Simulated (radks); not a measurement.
Cd I, 48 electrons, occupied as [Kr] 4d10 5s2. All-electron calculation, scalar-relativistic Kohn-Sham, Wu-Cohen GGA, spin-unpolarised, spherical densities, point nucleus. Program: a radial shooting solver on a logarithmic mesh with Libxc functionals.

Local quantities along the radius. ELF = 1/(1 + alpha^2) is the electron localisation function; alpha = (tau - tau_W)/tau_unif compares the Pauli kinetic energy density with that of the uniform gas; 4 pi r^2 rho is in e/bohr. tau is taken from the large components.

r (bohr),ELF,alpha,4 pi r^2 rho
0.002896,0.999,0.02563,8.223
0.003863,0.999,0.02876,12.85
0.005152,0.999,0.03399,19.47
0.006871,0.998,0.04287,28.31
0.009165,0.997,0.05874,39.00
0.01232,0.992,0.09058,50.32
0.01643,0.976,0.1574,58.79
0.02192,0.910,0.3151,61.60
0.02924,0.677,0.6914,58.13
0.03899,0.369,1.309,53.34
0.05242,0.348,1.369,56.36
0.06992,0.600,0.8166,69.22
0.09326,0.758,0.5647,78.27
0.1244,0.634,0.7598,69.10
0.1659,0.325,1.441,54.18
0.223,0.472,1.058,57.40
0.2975,0.752,0.5747,62.70
0.3968,0.678,0.6889,43.12
0.5292,0.210,1.942,20.86
0.7058,0.460,1.084,18.98
0.9414,0.759,0.5638,19.52
1.266,0.622,0.7798,11.98
1.688,0.356,1.344,5.343
2.252,0.269,1.650,2.304
3.003,0.373,1.298,1.007
4.005,0.533,0.9366,0.3503
5.385,0.626,0.7733,0.07578
7.182,0.602,0.8138,0.009247
9.579,0.383,1.271,0.0004695

On this mesh the ELF has minima near r = 0.045, 0.17, 0.53, 2.3 bohr, which separate the shells, and maxima near 0.093 (0.76), 0.34 (0.77), 0.94 (0.76), 6.2 (0.63).
